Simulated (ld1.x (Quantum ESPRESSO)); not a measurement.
Which change was made? (Si, RRKJ)

```
Element                 : Si (Z = 14)
Generator               : ld1.x (Quantum ESPRESSO) 7.5
Type                    : norm-conserving RRKJ (Kleinman–Bylander form)
Functional              : BP86
Relativity              : scalar-relativistic
Frozen core             : [Ne]
Valence charge          : 4
Reference configuration : 3s2 3p0 (charge +2)
Partial waves           : 3p (bound, empty): rc 2.00 bohr; 3d channel at -0.05 Ry: rc 1.75 bohr; 3s (bound): rc 1.85 bohr
Local potential         : the s channel
Core correction         : Bessel-smoothed model core inside 1.10 bohr
rho0                    : 0.02
```

Cutoffs, loose and tight: the cutoffs (Ry, on a coarse ladder) from which the occupation-weighted sum of valence levels, in a spherical-Bessel basis at the reference potential, stays within 10 and 1 mRy of its value at 400 Ry. They do not see the model core or the augmentation charge, which bear on the density cutoff. Test errors are all-electron minus pseudo excitation energies from the reference, over the configurations 3s2 3p2; 3s2 3p1; 3s1 3p0; 3s2 3p2.3; 3s1 3p2; 3s2 3p1.5; 3s1 3p3; variants that change the core or the reference have their own tests.

The base gives: outcome: generated; cutoff, loose: 15 Ry; cutoff, tight: 40 Ry; bound ghosts: none; largest test error (meV): +36.

Problem. After one change the result is: outcome: generated; cutoff, loose: 50 Ry; cutoff, tight: 160 Ry; bound ghosts: none; largest test error (meV): +44. Which change was it?
A. wave 3s (bound): rc 1.85 bohr becomes 3s (bound): rc 1.70 bohr
B. wave 3s (bound): rc 1.85 bohr becomes 3s (bound): rc 1.20 bohr
C. wave 3s (bound): rc 1.85 bohr becomes 3s (bound): rc 2.60 bohr

Solution. B. The others give: wave 3s (bound): rc 1.85 bohr becomes 3s (bound): rc 1.70 bohr → outcome: generated; cutoff, loose: 18 Ry; cutoff, tight: 40 Ry; bound ghosts: none; largest test error (meV): +34 | wave 3s (bound): rc 1.85 bohr becomes 3s (bound): rc 2.60 bohr → outcome: generated; cutoff, loose: 10 Ry; cutoff, tight: 21 Ry; bound ghosts: none; largest test error (meV): +115.
